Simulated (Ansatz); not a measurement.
Geometry optimisation, Ansatz, RKS BHLYP-D4/def2-SVP.

input.yaml

```yaml
crystal:
  periodic: [false, false, false]
  atoms:
    - { symbol: Mg, position_ang: [-0.965548, -1.066437, -1.43977] }
    - { symbol: O, position_ang: [0.23398, -1.538455, 1.656087] }
    - { symbol: Cl, position_ang: [-1.302114, -3.185932, -1.899905] }
    - { symbol: H, position_ang: [0.796419, 1.410628, 0.32246] }
    - { symbol: "N", position_ang: [-0.638043, 0.9692, -1.431887] }
    - { symbol: H, position_ang: [0.716835, -0.707224, 1.724505] }
    - { symbol: O, position_ang: [1.215056, 1.431782, 1.192946] }
    - { symbol: H, position_ang: [0.909608, -2.211783, 1.591916] }
    - { symbol: H, position_ang: [-0.162088, 1.372399, -2.228848] }
    - { symbol: H, position_ang: [-1.407192, 1.588886, -1.213609] }
    - { symbol: H, position_ang: [0.603087, 1.936937, 1.726206] }
basis:
  gaussian: { orbitals: def2-SVP }
hamiltonian:
  xc: { name: BHLYP }
  dispersion: d4
relax:
  f_tol: 0.03
  max_steps: 50
```

Command:

```bash
$ ansatz run input.yaml --threads 2 --pin off --max-ram 3072MiB --backend cpu --events-out ev --progress --plain --runs-dir out
```

Question: Where does it end, and by what steps?

Answer: The run converged. After 11 steps the energy has fallen by 1.583 eV; O2 moved furthest, 0.77 Å. Joined: Mg1–O2 (3.35 → 1.98 Å).

```json
{"step": "0", "energy less start (eV)": "0.0000", "largest force component (eV/Å)": "1.659", "accepted": "yes"}
{"step": "1", "energy less start (eV)": "-0.3299", "largest force component (eV/Å)": "1.153", "accepted": "yes"}
{"step": "2", "energy less start (eV)": "-0.6866", "largest force component (eV/Å)": "1.436", "accepted": "yes"}
{"step": "3", "energy less start (eV)": "-1.1474", "largest force component (eV/Å)": "0.923", "accepted": "yes"}
{"step": "4", "energy less start (eV)": "-1.4485", "largest force component (eV/Å)": "0.636", "accepted": "yes"}
{"step": "5", "energy less start (eV)": "-1.5383", "largest force component (eV/Å)": "0.696", "accepted": "yes"}
{"step": "6", "energy less start (eV)": "-1.5743", "largest force component (eV/Å)": "0.330", "accepted": "yes"}
{"step": "7", "energy less start (eV)": "-1.5807", "largest force component (eV/Å)": "0.075", "accepted": "yes"}
{"step": "8", "energy less start (eV)": "-1.5822", "largest force component (eV/Å)": "0.030", "accepted": "yes"}
{"step": "9", "energy less start (eV)": "-1.5824", "largest force component (eV/Å)": "0.043", "accepted": "yes"}
{"step": "10", "energy less start (eV)": "-1.5825", "largest force component (eV/Å)": "0.040", "accepted": "yes"}
{"step": "11", "energy less start (eV)": "-1.5826", "largest force component (eV/Å)": "0.017", "accepted": "yes"}
```

```xyz
11
Properties=species:S:1:pos:R:3
Mg -0.604 -1.086 -0.844
O 0.215 -1.225 0.952
Cl -1.178 -3.042 -1.728
H 0.504 1.219 0.221
N -0.480 0.868 -1.096
H 0.625 -0.345 1.225
O 1.034 1.133 1.079
H 0.555 -1.955 1.461
H -0.048 1.217 -1.944
H -1.330 1.414 -1.006
H 0.707 1.801 1.678
```

Whether the end is a true minimum wasn't checked by a vibrational analysis.

Time of the run: 29 s on 2 threads of Intel(R) Xeon(R) Platinum 8488C (Sapphire Rapids), on a shared host, peak memory 0.25 GiB.
